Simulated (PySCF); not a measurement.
# Nuclear quadrupole coupling in `C=CC1=C[P@](C)(=O)C=C1`

Species: C₇H₉OP.
Geometry (PBE0-D3(BJ)/def2-SVP, Å), atoms numbered from 1 in this order:
```
atom  x, y, z in Å
C1     2.9228    0.3533    0.0415
C2     1.9275   -0.1448    0.7876
C3     0.5164   -0.1668    0.4239
C4    -0.4614   -0.6501    1.2262
P5    -2.0760   -0.5076    0.4113
C6    -2.9232    0.8666    1.2483
O7    -2.9180   -1.7321    0.2507
C8    -1.3129    0.2350   -1.0666
C9     0.0115    0.3390   -0.8844
H10    2.7524    0.8040   -0.9394
H11    3.9562    0.3247    0.3941
H12    2.1636   -0.5822    1.7634
H13   -0.2949   -1.0792    2.2156
H14   -3.8216    1.1261    0.6691
H15   -2.2706    1.7460    1.3444
H16   -3.2401    0.5240    2.2442
H17   -1.8509    0.5399   -1.9654
H18    0.6936    0.7509   -1.6321
```

Field gradients from the PBE0/pcSseg-1 density (PySCF, non-relativistic), principal values in atomic units, ordered |Vxx| ≤ |Vyy| ≤ |Vzz|:

| atom | Vxx | Vyy | Vzz |
| --- | --- | --- | --- |
| O7 | -0.4232 | -0.5790 | 1.0021 |

Find the asymmetry η = (Vxx − Vyy)/Vzz and the couplings χ = eQV/h (234.96 MHz × Q in barn × V in au), with Q(17O) = −0.0256 b.

| atom | environment | nucleus | η | χzz (MHz) | χxx (MHz) | χyy (MHz) |
| --- | --- | --- | --- | --- | --- | --- |
| O7 | phosphoryl oxygen | 17O | 0.16 | -6.03 | 2.55 | 3.48 |

What is Vzz at O7 in SI units (1 au = 9.71736 × 10²¹ V/m²)?

1.0021 au = 9.738 × 10²¹ V/m².

And the gradient at the other heavy atoms, for which no coupling is worked out here?

```json
{"atom": "C1", "environment": "terminal =CH2 carbon", "Vzz (au)": "0.331", "η": "0.35"}
{"atom": "C2", "environment": "alkene CH carbon", "Vzz (au)": "0.311", "η": "0.54"}
{"atom": "C3", "environment": "fully substituted alkene carbon", "Vzz (au)": "0.341", "η": "0.46"}
{"atom": "C4", "environment": "alkene CH carbon", "Vzz (au)": "0.245", "η": "0.47"}
{"atom": "P5", "environment": "phosphoryl phosphorus", "Vzz (au)": "-0.374", "η": "0.85"}
{"atom": "C6", "environment": "sp3 carbon bound to phosphorus", "Vzz (au)": "0.045", "η": "0.09"}
{"atom": "C8", "environment": "alkene CH carbon", "Vzz (au)": "0.283", "η": "0.48"}
{"atom": "C9", "environment": "alkene CH carbon", "Vzz (au)": "0.338", "η": "0.47"}
```

Were the hydrogens deuterons (Q(2H) = 0.00286 b), χzz would run from 197 kHz (H14, H16 and H15) to 209 kHz (H13 and H17).

One conformer (not necessarily the lowest) at the PBE0-D3(BJ)/def2-SVP geometry, without solvent, vibrations or thermal averaging. With so small a basis the couplings can be 20 % off.
